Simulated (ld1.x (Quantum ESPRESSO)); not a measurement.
**u(r) = r·R(r): atom against pseudo-atom (boron (B))**

Columns: radius, all-electron u(r) and pseudo u(r) of the 2s shell (level -9.92 eV) of boron in the configuration [He] 2s1 2p2; PBE, scalar-relativistic, PAW scheme, ld1.x (Quantum ESPRESSO) 7.5.

```
r (bohr)  all-electron   pseudo
   0.125        0.2950  -0.0554
   0.250        0.2695  -0.1154
   0.375        0.1221  -0.1835
   0.500       -0.0580  -0.2609
   0.625       -0.2311  -0.3461
   0.750       -0.3805  -0.4351
   0.875       -0.5016  -0.5218
   1.000       -0.5951  -0.5997
   1.125       -0.6624  -0.6627
   1.250       -0.7065  -0.7065
   1.375       -0.7309  -0.7309
   1.500       -0.7390  -0.7390
   1.625       -0.7342  -0.7342
   1.750       -0.7193  -0.7193
   1.875       -0.6969  -0.6969
   2.000       -0.6690  -0.6690
   2.125       -0.6374  -0.6374
   2.250       -0.6033  -0.6033
   2.375       -0.5681  -0.5681
   2.500       -0.5324  -0.5324
   2.625       -0.4970  -0.4970
   2.750       -0.4623  -0.4623
   2.875       -0.4288  -0.4288
   3.000       -0.3966  -0.3966
   3.125       -0.3660  -0.3660
   3.250       -0.3371  -0.3371
```

How many radial nodes do the two functions have?

The all-electron 2s function has n − l − 1 = 1; the pseudo-wave has 0, since the states of the same l below it are removed with the core.

At about which radius was the pseudo-wave matched?

1.20 bohr, where the columns begin to agree (steps of 0.12 bohr).

Where does each function peak?

Outermost all-electron maximum near 1.50 bohr, pseudo maximum near 1.50 bohr (to the table’s step).

Is the pseudo-wave norm-conserving?

No, it belongs to a PAW set: the norm inside the radius is not constrained, and the difference is carried by the augmentation charge.
